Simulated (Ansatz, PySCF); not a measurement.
CaCl, SMILES [Ca+][Cl], charge +1. Atoms are numbered in the order given.

```xyz
2

Ca     0.0000     0.0000    -1.0648
Cl     0.0000     0.0000     1.2527
```
Charge +1, spin multiplicity 1.

Geometry: PBE0-D3(BJ)/def2-TZVPD. The spin state was assumed, not searched.

Two levels are set side by side: PBE-D3(BJ)/def2-TZVPD (Ansatz, a program for electronic structure) and PBE0-D3(BJ)/def2-TZVPD (Ansatz). Each level has its own optimised geometry; the coordinates shown are those of the second. Frequencies come from the Hessian of PySCF at each geometry. Differences are taken from unrounded values.

```
quantity                            PBE0-D3(BJ)
----------------------------------  -----------
bond Ca1–Cl2 (Å)                          2.318
highest harmonic wavenumber (cm⁻¹)          454
mean harmonic wavenumber (cm⁻¹)             454
zero-point energy (kcal/mol)               0.65
```

Q: What does PBE-D3(BJ) give, and how far is it from PBE0-D3(BJ)? (An estimate is asked for; the answer gives what the named calculation found.)

A: 
```
quantity                            PBE-D3(BJ)  PBE-D3(BJ) minus PBE0-D3(BJ)
----------------------------------  ----------  ----------------------------
bond Ca1–Cl2 (Å)                         2.318                         0.001
highest harmonic wavenumber (cm⁻¹)         447                            -8
mean harmonic wavenumber (cm⁻¹)            447                            -8
zero-point energy (kcal/mol)              0.64                         -0.01
```

On these quantities the two levels nearly agree.
